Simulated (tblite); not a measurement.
Species: C3H8BP.
Bonds: C1–C2 (triple), C2–C3, C3–B4, B4–P5. Hydrogens: H6 on C1; H7, H8 on C3; H9, H10 on B4; H11, H12, H13 on P5.
Bond orders are those of one Lewis drawing.

Computed with GFN2-xTB (tblite), gas phase: Langevin dynamics at 200 K from the optimised GFN2-xTB geometry, time step 0.5 fs, friction 0.01 fs⁻¹, 2000 steps. The instantaneous temperature is 2·E(kin)/(3Nk) with all 3N coordinates.

| t (fs) | T (K) | E(pot) above start (eV) | C1≡C2 (Å) | C2–C3 (Å) | C3–B4 (Å) | B4–P5 (Å) | C1–H6 (Å) | C2–C3–B4–P5 (°) |
| --- | --- | --- | --- | --- | --- | --- | --- | --- |
| 0 | 167 | 0.000 | 1.200 | 1.444 | 1.647 | 1.926 | 1.049 | -48 |
| 25 | 115 | 0.190 | 1.190 | 1.458 | 1.627 | 1.928 | 1.042 | -50 |
| 50 | 105 | 0.221 | 1.205 | 1.459 | 1.657 | 1.946 | 1.038 | -52 |
| 75 | 122 | 0.190 | 1.200 | 1.464 | 1.642 | 2.021 | 1.063 | -51 |
| 100 | 89 | 0.262 | 1.192 | 1.431 | 1.629 | 1.849 | 1.058 | -50 |
| 125 | 163 | 0.162 | 1.192 | 1.442 | 1.624 | 1.989 | 1.048 | -44 |
| 150 | 191 | 0.165 | 1.206 | 1.467 | 1.641 | 1.962 | 1.039 | -41 |
| 175 | 155 | 0.295 | 1.223 | 1.468 | 1.639 | 1.864 | 1.076 | -45 |
| 200 | 215 | 0.179 | 1.193 | 1.432 | 1.659 | 1.995 | 1.032 | -39 |
| 225 | 150 | 0.298 | 1.178 | 1.444 | 1.667 | 1.951 | 1.065 | -34 |
| 250 | 159 | 0.316 | 1.218 | 1.408 | 1.578 | 1.909 | 1.051 | -34 |
| 275 | 170 | 0.294 | 1.206 | 1.486 | 1.692 | 1.979 | 1.059 | -32 |
| 300 | 227 | 0.243 | 1.194 | 1.444 | 1.648 | 1.902 | 1.035 | -33 |
| 325 | 147 | 0.359 | 1.208 | 1.414 | 1.677 | 1.928 | 1.071 | -25 |
| 350 | 185 | 0.309 | 1.209 | 1.459 | 1.689 | 1.925 | 1.047 | -19 |
| 375 | 151 | 0.434 | 1.192 | 1.477 | 1.598 | 1.992 | 1.050 | -7 |
| 400 | 274 | 0.335 | 1.209 | 1.451 | 1.689 | 2.018 | 1.049 | -13 |
| 425 | 301 | 0.385 | 1.198 | 1.413 | 1.705 | 1.934 | 1.066 | -18 |
| 450 | 258 | 0.452 | 1.200 | 1.434 | 1.616 | 1.963 | 1.046 | -21 |
| 475 | 205 | 0.458 | 1.197 | 1.480 | 1.652 | 1.962 | 1.058 | -24 |
| 500 | 180 | 0.518 | 1.211 | 1.464 | 1.676 | 1.941 | 1.054 | -20 |
| 525 | 285 | 0.321 | 1.203 | 1.452 | 1.681 | 1.936 | 1.034 | -18 |
| 550 | 250 | 0.276 | 1.191 | 1.406 | 1.643 | 1.916 | 1.054 | -25 |
| 575 | 230 | 0.387 | 1.208 | 1.426 | 1.674 | 1.951 | 1.036 | -25 |
| 600 | 125 | 0.542 | 1.205 | 1.450 | 1.592 | 1.965 | 1.069 | -19 |
| 625 | 255 | 0.299 | 1.206 | 1.463 | 1.674 | 1.959 | 1.056 | -24 |
| 650 | 180 | 0.406 | 1.191 | 1.402 | 1.666 | 1.877 | 1.048 | -22 |
| 675 | 212 | 0.306 | 1.210 | 1.440 | 1.709 | 2.006 | 1.044 | -21 |
| 700 | 214 | 0.353 | 1.211 | 1.494 | 1.597 | 1.945 | 1.054 | -23 |
| 725 | 234 | 0.401 | 1.207 | 1.496 | 1.663 | 1.961 | 1.057 | -10 |
| 750 | 181 | 0.283 | 1.204 | 1.421 | 1.674 | 1.942 | 1.032 | -9 |
| 775 | 213 | 0.270 | 1.201 | 1.448 | 1.651 | 1.943 | 1.074 | -19 |
| 800 | 222 | 0.319 | 1.197 | 1.432 | 1.623 | 1.871 | 1.038 | -25 |
| 825 | 182 | 0.408 | 1.208 | 1.464 | 1.710 | 1.988 | 1.093 | -37 |
| 850 | 263 | 0.256 | 1.209 | 1.423 | 1.630 | 1.899 | 1.012 | -39 |
| 875 | 227 | 0.260 | 1.201 | 1.460 | 1.627 | 1.970 | 1.085 | -48 |
| 900 | 146 | 0.490 | 1.198 | 1.429 | 1.711 | 2.032 | 1.034 | -59 |
| 925 | 282 | 0.248 | 1.196 | 1.418 | 1.684 | 1.928 | 1.064 | -55 |
| 950 | 231 | 0.280 | 1.209 | 1.445 | 1.604 | 1.929 | 1.032 | -48 |
| 975 | 156 | 0.303 | 1.203 | 1.461 | 1.663 | 1.956 | 1.068 | -47 |
| 1000 | 141 | 0.259 | 1.193 | 1.436 | 1.677 | 1.960 | 1.029 | -49 |

Task: From 500 fs on, how do temperature and potential energy compare with equipartition?

Result: The mean temperature of these 21 frames is 210 K against the target 200 K, and the mean potential energy 0.34 eV against 33 × kT/2 = 0.28 eV for 33 classical harmonic modes. For 13 atoms in a canonical ensemble the temperature itself scatters by T·√(2/(3N)) = 45 K; here its standard deviation is 44 K. The whole run lasts only 10 friction times of 100 fs, so these averages carry a wide statistical error.

Task: What are the kinetic and total energies of the listed frame with the highest potential energy?

Result: The one at 600 fs, 0.542 eV above the start. Its kinetic energy is 3NkT/2 = 0.210 eV at 125 K, so the sum is 0.75 eV; over the listed frames the sum runs from 0.28 to 0.89 eV, since the thermostat adds and removes energy.

Task: How much do the listed bonds fluctuate from 500 fs on?

Result: 
```csv
bond,at the start (Å),mean (Å),standard deviation (Å)
C1≡C2,1.200,1.203,0.006
C2–C3,1.444,1.444,0.025
C3–B4,1.647,1.658,0.035
B4–P5,1.926,1.946,0.037
C1–H6,1.049,1.051,0.020
```

The motion is classical and holds no zero-point motion.

The cost below is that of the whole dynamics run. Time: 8.6 s; peak memory 0.18 GiB. Hardware: an Arm Neoverse V1 with one thread, on a shared host.
